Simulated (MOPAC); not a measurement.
A run for MOPAC: AM1 on FHSeTe (SMILES F[Te][SeH]), a point of a bond scan (R = 2.216 Å).

```
AM1 1SCF PRECISE CHARGE=0 THREADS=1
FHSeTe

Te     0.42183517 1     0.29812461 1     0.73233809 1
F      1.58576174 1     1.33129355 1    -0.42384185 1
Se    -1.05809715 1    -0.75106279 1    -0.97162236 1
H      0.18107709 1    -2.54644933 1    -1.36195422 1
```

Output:

```
*******************************************************************************
 **                                                                           **
 **                              MOPAC v23.2.5                                **
 **                                                                           **
 *******************************************************************************
 ** MOPAC's Digital Object Identifier: https://doi.org/10.5281/zenodo.6511958 **
 **                                                                           **
 ** Please cite the open-source release paper for use of this MOPAC version:  **
 ** J. E. Moussa and J. J. P. Stewart (2026)                                  **
 ** MOPAC: An open-source semiempirical molecular orbital program             **
 ** J. Open Source Softw., 11(119), 8025, https://doi.org/10.21105/joss.08025 **
 *******************************************************************************

                              AM1 CALCULATION RESULTS

 *******************************************************************************
 *  AM1        - The AM1 Hamiltonian to be used
 *
 *
 *
 *                 CHARGE ON SYSTEM = 0
 *
 *
 *
 *  PRECISE    - TIGHTER CRITERIA TO BE USED
 *  1SCF       - DO 1 SCF AND THEN STOP
 *  THREADS=1  - MULTI-THREADING NOT USED
 *  T=         - A TIME OF 172800.0 SECONDS REQUESTED
 *  DUMP=N     - RESTART FILE WRITTEN EVERY 7200.0 SECONDS REQUESTED
 *******************************************************************************
AM1 1SCF PRECISE CHARGE=0 THREADS=1
 FHSeTe

   ATOM   CHEMICAL          X               Y               Z
  NUMBER   SYMBOL      (ANGSTROMS)     (ANGSTROMS)     (ANGSTROMS)

     1      Te          0.42183517  *   0.29812461  *   0.73233809  *
     2       F          1.58576174  *   1.33129355  *  -0.42384185  *
     3      Se         -1.05809715  *  -0.75106279  *  -0.97162236  *
     4       H          0.18107709  *  -2.54644933  *  -1.36195422  *



          CARTESIAN COORDINATES

    NO.       ATOM           X           Y           Z

     1        Te          0.4218      0.2981      0.7323
     2         F          1.5858      1.3313     -0.4238
     3        Se         -1.0581     -0.7511     -0.9716
     4         H          0.1811     -2.5464     -1.3620

  H: (AM1): M.J.S. DEWAR ET AL, J. AM. CHEM. SOC. 107 3902-3909 (1985)
  F: (AM1): M.J.S. DEWAR AND E. G. ZOEBISCH, THEOCHEM, 180, 1 (1988).
 Se: (AM1): J. J. P. STEWART, J. MOL. MOD., 10, 155-164 (2004)
 Te: (AM1): J. J. P. STEWART, J. MOL. MOD., 10, 155-164 (2004)

           Empirical Formula: H Te F Se  =     4 atoms



      MOLECULAR POINT GROUP   :   C1


      RHF CALCULATION, NO. OF DOUBLY OCCUPIED LEVELS = 10


 -------------------------------------------------------------------------------
 AM1 1SCF PRECISE CHARGE=0 THREADS=1
 FHSeTe



     1SCF WAS SPECIFIED, SO BFGS WAS NOT USED
     SCF FIELD WAS ACHIEVED


                              AM1 CALCULATION
                                                       MOPAC v23.2.5 Linux




          FINAL HEAT OF FORMATION =         34.26797 KCAL/MOL =     143.37717 KJ/MOL


          COSMO AREA              =        118.24 SQUARE ANGSTROMS
          COSMO VOLUME            =        106.88 CUBIC ANGSTROMS

          IONIZATION POTENTIAL    =          7.477397 EV
          HOMO LUMO ENERGIES (EV) =         -7.477 -2.396
          NO. OF FILLED LEVELS    =         10
          MOLECULAR WEIGHT        =        226.5663         POINT GROUP:  C1

          MOLECULAR DIMENSIONS (Angstroms)

            Atom       Atom       Distance
            H     4    F     2     4.22967
           Se     3    F     2     1.77937
           Te     1    F     2     1.38685


          SCF CALCULATIONS        =          1





   ATOM   CHEMICAL          X               Y               Z
  NUMBER   SYMBOL      (ANGSTROMS)     (ANGSTROMS)     (ANGSTROMS)

     1      Te          0.42183517  *   0.29812461  *   0.73233809  *
     2       F          1.58576174  *   1.33129355  *  -0.42384185  *
     3      Se         -1.05809715  *  -0.75106279  *  -0.97162236  *
     4       H          0.18107709  *  -2.54644933  *  -1.36195422  *

                             CARTESIAN COORDINATES

   1   Te        0.421835170     0.298124610     0.732338090
   2    F        1.585761740     1.331293550    -0.423841850
   3   Se       -1.058097150    -0.751062790    -0.971622360
   4    H        0.181077090    -2.546449330    -1.361954220


           Empirical Formula: H Te F Se  =     4 atoms



      MOLECULAR POINT GROUP   :   C1


                  EIGENVALUES
 -46.36472 -23.42279 -18.95445 -14.18747 -14.15442 -13.48864 -10.59342 -10.00843
  -8.47735  -7.47740  -2.39594  -1.81694  -0.34129


              NET ATOMIC CHARGES AND DIPOLE CONTRIBUTIONS

  ATOM NO.   TYPE          CHARGE      No. of ELECS.   s-Pop       p-Pop
    1         Te           0.497717        5.5023     1.95326     3.54903
    2          F          -0.372063        7.3721     1.93709     5.43497
    3         Se          -0.255751        6.2558     1.98952     4.26623
    4          H           0.130096        0.8699     0.86990
 DIPOLE           X         Y         Z       TOTAL
 POINT-CHG.    -0.413    -2.335     2.851     3.708
 HYBRID         0.623     0.229    -1.276     1.438
 SUM            0.211    -2.106     1.575     2.638


          ATOMIC ORBITAL ELECTRON POPULATIONS

     Atom    s        px        py        pz
    1 Te   1.95326   1.22930   1.42482   0.89491
    2  F   1.93709   1.79312   1.84198   1.79987
    3 Se   1.98952   1.30613   1.35848   1.60163
    4  H   0.86990

 **********************
 *                    *
 * JOB ENDED NORMALLY *
 *                    *
 **********************




 == MOPAC DONE ==
```

The run finished.

Cost: around 0.020 core-seconds (rough).
